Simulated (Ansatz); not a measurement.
The first iterations of a band of BrH + ClH3Si (7 atoms, charge 0, multiplicity 1).

Theory: RKS PBE/def2-SVP (Ansatz 0.2.0).

```
movable images  : 9
climbing image  : yes
spring          : 5.0 eV/Å²
optimiser       : fire
start path      : through a guess of the saddle point
force threshold : 0.05 eV/Å
iteration limit : 60
end points      : relaxed
largest step    : 0.5 Å
```

Initial state:

```xyz
7
Properties=species:S:1:pos:R:3
Si 0.328 0.000 -0.052
Cl 0.319 0.000 2.048
H 1.762 0.000 -0.488
H -0.369 1.236 -0.531
H -0.369 -1.236 -0.531
Br -3.452 0.000 1.465
H -2.111 0.000 2.008
```

Final state:

```xyz
7
Properties=species:S:1:pos:R:3
Si -0.439 0.000 -0.567
Cl 0.053 0.000 3.548
H 0.689 0.000 0.416
H -0.424 1.232 -1.419
H -0.424 -1.232 -1.419
Br -2.368 0.000 0.614
H -0.978 0.000 2.745
```

| iteration | highest image above the first end (eV) | largest band force component (eV/Å) |
| --- | --- | --- |
| 1 | 2.143 | 6.027 |
| 2 | 1.820 | 1.910 |
| 3 | 1.664 | 2.343 |
| 4 | 1.645 | 2.088 |
| 5 | 1.612 | 1.590 |
| 6 | 1.574 | 1.232 |
| 7 | 1.538 | 1.155 |
| 8 | 1.532 | 1.137 |
| 9 | 1.520 | 1.100 |
| 10 | 1.502 | 1.045 |
| 11 | 1.481 | 0.974 |
| 12 | 1.456 | 0.889 |
| 13 | 1.430 | 0.791 |

Question: Does the band converge within its limit, and where does its top end?

Answer: The run converged. It ended after 39 iterations with the highest image 1.281 eV above the first end. Another band between the same ends (9 images) ends at a top of the same energy, where a vibrational analysis finds 2 clearly imaginary modes. The orbitals stay closed-shell, which can raise the energy where a bond breaks towards radicals; this wasn't checked here.

Run time: 6.5 min on 2 threads of Arm Neoverse V2, on a shared host, peak memory 0.17 GiB.
